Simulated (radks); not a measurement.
Task: Coherent X-ray form factor from a spherical all-electron density. Calculated with a radial shooting solver on a logarithmic mesh with Libxc functionals: scalar-relativistic Kohn-Sham, LDA (Slater exchange, VWN5 correlation), spin-polarised, spherical densities, finite nucleus; Fermi nuclear charge, rms radius of each element as measured or else 0.836 A^(1/3) + 0.57 fm.

| sin(theta)/lambda (1/angstrom) | f0 (electrons) |
|---|---|
| 0.05 | 0.985 |
| 0.1 | 0.944 |
| 0.15 | 0.880 |
| 0.2 | 0.801 |
| 0.25 | 0.715 |
| 0.3 | 0.627 |
| 0.4 | 0.466 |
| 0.5 | 0.337 |
| 0.6 | 0.241 |
| 0.8 | 0.125 |
| 1 | 0.068 |
| 1.25 | 0.034 |
| 1.5 | 0.019 |
| 2 | 0.007 |

The species is in the configuration that NIST lists as its ground one. Which atom or ion scatters so?

Result: The helium ion He+, 1s1. Extrapolating in s^2 from the first two rows gives f0(0) = 1.0, near the electron count 1; among species with that count, the fall with angle is slower the higher Z, and the table is that of Z = 2; from so few rows the species is fixed only to a neighbour or two.
